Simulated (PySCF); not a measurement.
Input of a run (PBE0-D3(BJ)/def2-SVP geometry optimisation, gas phase, def2 core potentials past Kr (PySCF 2.14.0)), started from GFN2-xTB:
```
{"job": {"xc": "PBE0", "basis": "def2-SVP", "d3": "d3bj", "grid": 1, "maxiter": 30, "shake": 0.03, "kind": "geom"}, "charge": -2, "multiplicity": 1}
Pd     0.060890    -0.078110     0.012170
Cl    -0.036470    -0.024350     2.317960
Cl    -0.040450     0.002630    -2.351090
Cl     2.424020     0.010590     0.009010
Cl    -2.333960    -0.015870    -0.053810
Cl    -0.019720     2.336610     0.004290
Cl     0.037550    -2.333510    -0.007070
```

Output (energies in Eh, forces in Eh/bohr):
```
step   0  E = -2887.49059597  max force = 0.039117
step   1  E = -2887.49463195  max force = 0.013342
step   2  E = -2887.49492600  max force = 0.001828
step   3  E = -2887.49528684  max force = 0.002914
step   4  E = -2887.49533883  max force = 0.000427
step   5  E = -2887.49534468  max force = 0.000133
optimisation converged
```

Question: Summarise the run.

Answer: The energy falls by 0.129 eV over 6 energy and gradient evaluations, the largest force component goes from 0.0391 to 1.3e-04 Eh/bohr, and the atoms move by 0.052 Å rms after alignment. The bond that changes most is Pd1–Cl7 (ends: palladium bonded to 6 Cl; chlorine bonded to Pd), which lengthens by 0.094 Å. Bonds longer at the end by more than 0.005 Å: 2 of 6; shorter: 4. Among the angles that change most is Cl2–Pd1–Cl3, from 174.1° to 179.9°. The energy never rose by more than 1e-6 Eh on the way. The first step brought 85 % of the lowering.

Question: What are the final bond lengths?

Answer: Pd1–Cl2 2.350 Å, Pd1–Cl3 2.349 Å, Pd1–Cl4 2.349 Å, Pd1–Cl5 2.349 Å, Pd1–Cl6 2.349 Å, Pd1–Cl7 2.350 Å. Numbering counts from 1 in the input's order; the species is [PdCl6]2-, `[Cl][Pd-2]([Cl])([Cl])([Cl])([Cl])[Cl]`.

The run used 139 basis functions and 49 SCF cycles in all.

No frequency check. Whether so highly charged an anion holds all its electrons in the gas phase wasn't checked; a finite basis holds them in any case. The ion is multiply charged and computed without counter-ions or solvent. The geometry's basis has no diffuse functions, a weakness for an anion.
